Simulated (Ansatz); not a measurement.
Two members of one family ((RbBr)n off), computed with Ansatz in the gas phase; def2 core potentials for Rb, no spin–orbit coupling. HOMO and LUMO are taken over both spins. The structures are stationary points that may keep the symmetry of their start. Remarks come from the PBE and PBE0 runs and from stability tests at other levels; not every state was tested. HOMO above LUMO (over both spins in singlets and doublets, within one spin in higher multiplets; at PBE or PBE0), or a gap under 0.15 eV within one spin, warns that the state may not be the lowest or that an electron is smeared out.

First: Rb3Br3⁺ (doublet, charge 1, PBE-D4/def2-SVP geometry).

```xyz
6

Rb    4.1846   -0.4230    0.9672
Rb   -1.2381    2.5411   -1.5849
Rb   -2.2672   -2.2098    0.7955
Br   -3.3611    0.3265   -0.7670
Br    1.6105    1.2872   -0.2092
Br    1.0715   -1.5219    0.7984
```

```json
{"level": "PBE-D4/def2-SVP", "HOMO (eV)": "-7.83", "LUMO (eV)": "-7.83", "gap (eV)": "0.01"}
{"level": "PBE-D4/def2-TZVP", "HOMO (eV)": "-7.92", "LUMO (eV)": "-7.91", "gap (eV)": "0.01"}
{"level": "r2SCAN-D4/def2-TZVP", "HOMO (eV)": "-7.99", "LUMO (eV)": "-7.98", "gap (eV)": "0.01"}
{"level": "PBE0-D4/def2-SVP", "HOMO (eV)": "-8.63", "LUMO (eV)": "-7.35", "gap (eV)": "1.28"}
{"level": "PBE0-D4/def2-TZVP", "HOMO (eV)": "-8.78", "LUMO (eV)": "-7.36", "gap (eV)": "1.42"}
```

Remarks: near-degenerate levels, gap within one spin near zero.

Second: Rb4Br3⁺ (singlet, charge 1, PBE-D4/def2-SVP geometry).

Cartesian coordinates in Å:
```
Rb 1.0075 -3.2773 -0.7150
Rb 0.8991 1.0486 3.2235
Rb -3.3717 0.6046 -0.7555
Rb 1.1772 1.3064 -1.4093
Br -0.9918 -1.1379 -2.1785
Br 2.3517 -0.7904 0.9360
Br -1.0720 2.2459 0.8988
```

Question: Estimate how these quantities change from the first to the second (second minus first).

Answer: 
```tsv
level	Δ HOMO (eV)	Δ LUMO (eV)	Δ gap (eV)
PBE-D4/def2-SVP	-0.25	3.77	4.02
PBE-D4/def2-TZVP	-0.26	3.87	4.13
r2SCAN-D4/def2-TZVP	-0.44	4.64	5.08
PBE0-D4/def2-SVP	-0.66	3.86	4.52
PBE0-D4/def2-TZVP	-0.59	3.90	4.48
```
